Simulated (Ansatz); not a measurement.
GeH3N (SMILES [NH2][GeH]) moved off its minimum; all values from Ansatz (an electronic-structure program), cores frozen in correlated methods.
(charge 0, multiplicity 1)
```xyz
5

Ge    -0.12958     0.26911     0.37624
H     -0.66635     1.31149    -0.79885
N      0.58620    -0.91087    -0.91545
H      0.57516    -0.79989    -1.87909
H      0.92041    -1.79711    -0.79703
```

```csv
level,largest force (eV/Å),on atom,rms difference from CCSD(T)/aug-cc-pVTZ (eV/Å),dipole (D)
HF/def2-TZVPP,2.97,N3,0.357,0.89
PBE/def2-TZVPP,3.51,H5,0.146,1.37
r2SCAN/def2-TZVPP,3.49,N3,0.083,1.37
B3LYP/def2-TZVPP,3.22,N3,0.044,1.19
wB97M-V/def2-TZVPP,3.49,N3,0.120,1.08
MP2/aug-cc-pVTZ,3.36,N3,0.060,1.07
CCSD(T)/aug-cc-pVTZ,3.30,N3,0.000,1.11
```

The differences count from one level among others, with limits of its own. Forces at CCSD(T)/aug-cc-pVTZ (eV/Å):

```json
[
 {"atom": "Ge1", "Fx": "0.219", "Fy": "-0.463", "Fz": "-1.292"},
 {"atom": "H2", "Fx": "0.294", "Fy": "-0.372", "Fz": "0.461"},
 {"atom": "N3", "Fx": "-1.266", "Fy": "2.604", "Fz": "1.586"},
 {"atom": "H4", "Fx": "-0.378", "Fy": "0.981", "Fz": "-2.089"},
 {"atom": "H5", "Fx": "1.131", "Fy": "-2.750", "Fz": "1.333"}
]
```
